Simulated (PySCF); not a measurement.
Ti(OH)3(SH) (H₄O₃STi), SMILES [OH][Ti]([OH])([OH])[SH], multiplicity 1.

The structure is a stationary point at B3LYP-D3(BJ)/def2-SVP. The spin state was assumed, not searched. The structure was generated by enumeration; whether it is a known compound was not checked. One conformer was computed; it need not be the lowest.

Two levels are set side by side: PBE/def2-TZVP (PySCF) and ωB97X/def2-TZVP (PySCF). Same geometry, gas phase. Differences are taken from unrounded values.

```
quantity                       PBE
---------------------------  -----
orbital gap (eV)              3.26
highest occupied level (eV)  -6.02
lowest empty level (eV)      -2.76
dipole moment (D)             1.82
mean polarisability (bohr³)   69.4
```

Task: These are the PBE values. What does ωB97X give? (An estimate is asked for; the answer gives what the named calculation found.)

Result: 
```csv
quantity,ωB97X,PBE minus ωB97X
orbital gap (eV),9.96,-6.71
highest occupied level (eV),-9.59,3.57
lowest empty level (eV),0.38,-3.14
dipole moment (D),1.94,-0.11
mean polarisability (bohr³),65.3,4.0
```

Without exact exchange PBE keeps part of each electron's self-repulsion, which lifts occupied levels and narrows the gap. Loosely held outer electrons make PBE densities more polarisable. Differences between two approximate levels are no errors against the true value.

Rough cost on one machine, each run with all the roots and properties that it gave: ωB97X against PBE within a factor of 2.
